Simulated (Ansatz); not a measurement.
C3H4AlN (`C=C=C=[N][AlH2]`), relaxed with RKS PBE-D4/def2-SVP in Ansatz from a rough embedded geometry. The force threshold is 0.03 eV/Å; the program also tests the step.

Charge 0, multiplicity 1.

Start:

```xyz
9

C     1.107   -2.244   -0.028
C     0.845   -1.005    0.173
C     0.601    0.247    0.346
N     0.405    1.458    0.391
Al   -1.297    2.211   -0.090
H     0.834   -2.987    0.820
H     1.552   -2.651   -0.911
H    -1.587    3.740    0.054
H    -2.460    1.232   -0.754
```

**Question.** How much energy does the relaxation release, and in how many steps? (Best estimate.)

**Answer.** Computed: 19.17 kcal/mol, in 12 steps, 2 of them rejected.

**Question.** Which bonds change most? (Best estimate.)

**Answer.** The calculation gave: N4–Al5 from 1.922 to 1.787 Å; Al5–H9 from 1.659 to 1.592 Å; C1–H6 from 1.160 to 1.110 Å; C1–C2 from 1.282 to 1.328 Å.

**Question.** Give the relaxed structure. (Estimate.)

**Answer.** Ansatz gave: 
```xyz
9

C     1.463   -2.349    0.146
C     0.779   -1.214    0.054
C     0.087   -0.120    0.010
N    -0.562    0.918   -0.048
Al   -1.513    2.428   -0.151
H     1.352   -3.040    1.007
H     2.179   -2.673   -0.636
H    -0.857    3.726    0.495
H    -2.927    2.324   -0.876
```
